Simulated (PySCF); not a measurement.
Species: ethylcyclopentane, C7H14.
Atom-mapped SMILES: `[CH3:1][CH2:2][CH:3]1[CH2:4][CH2:5][CH2:6][CH2:7]1` (hydrogens: H8, H9, H10 on C1; H11, H12 on C2; H13 on C3; H14, H15 on C4; H16, H17 on C5; H18, H19 on C6; H20, H21 on C7)

Computed geometry: GFN2-xTB, gas phase.

Q: List the bond lengths, angles and torsions at this level.

A: 
| bond | length (bohr) |
| --- | --- |
| C1–C2 | 2.881 |
| C2–C3 | 2.886 |
| C3–C4 | 2.899 |
| C4–C5 | 2.880 |
| C5–C6 | 2.886 |
| C6–C7 | 2.904 |
| C3–C7 | 2.918 |
| C1–H8, C1–H9, C1–H10 | 2.055 |
| C2–H11, C2–H12 | 2.065 |
| C3–H13 | 2.069 |
| C4–H14, C7–H20 | 2.061 |
| C4–H15, C7–H21 | 2.059 |
| C5–H16, C6–H18 | 2.060 |
| C5–H17, C6–H19 | 2.061 |

Bonds in one row agree within 0.02 bohr and their mean is given. A selection of angles:
| angle | degrees |
| --- | --- |
| C2–C1–H8 | 110.8 |
| C2–C1–H9 | 110.4 |
| H8–C1–H9 | 108.2 |
| C1–C2–C3 | 112.3 |
| C1–C2–H11 | 109.1 |
| C3–C2–H11 | 108.8 |
| H11–C2–H12 | 107.6 |
| C2–C3–C4 | 112.7 |
| C2–C3–H13 | 108.2 |
| C4–C3–C7 | 104.8 |
| C4–C3–H13 | 108.4 |
| C7–C3–H13 | 109.1 |
| C3–C4–C5 | 103.7 |
| C3–C4–H14 | 109.8 |
| C3–C4–H15 | 112.2 |
| C5–C4–H14 | 109.7 |
| C5–C4–H15 | 112.9 |
| H14–C4–H15 | 108.4 |
| C4–C5–C6 | 102.6 |
| C4–C5–H16 | 113.0 |
| C4–C5–H17 | 109.9 |
| C6–C5–H16 | 112.6 |
| C6–C5–H17 | 110.2 |
| H16–C5–H17 | 108.5 |
| C5–C6–C7 | 104.7 |
| C5–C6–H18 | 109.4 |
| C5–C6–H19 | 112.5 |
| C7–C6–H18 | 110.1 |
| C7–C6–H19 | 112.2 |
| C6–C7–H20 | 110.6 |
| C6–C7–H21 | 110.8 |
| C3–C7–C6 | 106.5 |
| C3–C7–H20 | 110.9 |
| C3–C7–H21 | 110.5 |

Torsions: C1–C2–C3–C4 172° (antiperiplanar); C2–C3–C4–C5 155° (antiperiplanar); C3–C4–C5–C6 -42° (synclinal); C4–C5–C6–C7 37° (synclinal); C5–C6–C7–C3 -17° (synperiplanar); C2–C3–C7–C6 -132° (anticlinal). The mirror-image conformer, all signs reversed, is as good.

Of the pairs four or more bonds apart, C7···H8 is among the closest relative to their van der Waals radii: 2.83 Å, 98 % of the sum of Bondi's values. The C–C distances run from 1.524 Å (C4–C5, drawn single) to 1.544 Å (C3–C7, drawn single), a spread of 0.020 Å. The 5-membered ring C3–C4–C5–C6–C7 has internal angles of 102.6° to 106.5° (sum 522°, against 540° for a flat polygon); it is puckered, 0.18 Å rms from its mean plane, widest ring torsion 42°.

Point group: C1 (no symmetry element, even within 0.4 Å). Stationary, but not proved a minimum. The numbers are those of one conformer.
